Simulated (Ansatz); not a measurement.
Consider the ligand exchange at a B–C bond: `CBC=O` + HI → `CBI` + `C=O`.

Isolated molecules relaxed with PBE0-D4/def2-TZVP in Ansatz; ΔE leaves out vibrations. CCSD(T)/CBS adds triple-zeta CCSD(T) − MP2 to the extrapolated MP2 energy (def2 sets, frozen cores). This one scheme is used for every species. Functionals use def2-TZVPP. Elements past krypton have def2 core potentials. For I outer-core shells are correlated without core-valence functions, which leaves a few kJ/mol of doubt a bond. One conformer a species, not always the lowest.

```json
{"species": "`CBC=O`", "PBE-QIDH energy (Eh)": "-179.08269"}
{"species": "HI", "PBE-QIDH energy (Eh)": "-298.16577"}
{"species": "`CBI`", "PBE-QIDH energy (Eh)": "-362.87950"}
{"species": "`C=O`", "PBE-QIDH energy (Eh)": "-114.40129"}
```

Q: Work out ΔE.

A: ΔE = (-362.87950) + (-114.40129) − (-179.08269) − (-298.16577) = -0.03233 Eh = -84.9 kJ/mol. CCSD(T)/CBS gives -84.5 kJ/mol.

Q: What do rigid-rotor, harmonic-oscillator terms from PBE0-D4/def2-TZVP frequencies (298.15 K, 1 bar) make of the CCSD(T)/CBS value? (Best estimate.)

A: The calculation gave: ΔZPE = +10.5 kJ/mol, ΔH = -75.7 kJ/mol, ΔS = 8 J/(mol·K), ΔG = -78.0 kJ/mol.

Largest T1 diagnostic among the species: 0.016.

From PBE to PBE0 (25 % exact exchange), in def2-TZVPP and without D4, ΔE moves by −3.3 kJ/mol. Leaving LDA and LC-ωPBE aside and taking each functional with its dispersion term where it has one, the values, not all of them listed here, spread over 14.3 kJ/mol, from PBE-QIDH to CAM-B3LYP-D4. LDA lies +4.2 kJ/mol from PBE without D4. At CCSD(T), def2-SVP lies +4.0 kJ/mol from the extrapolated value and def2-TZVPP +1.8 kJ/mol.
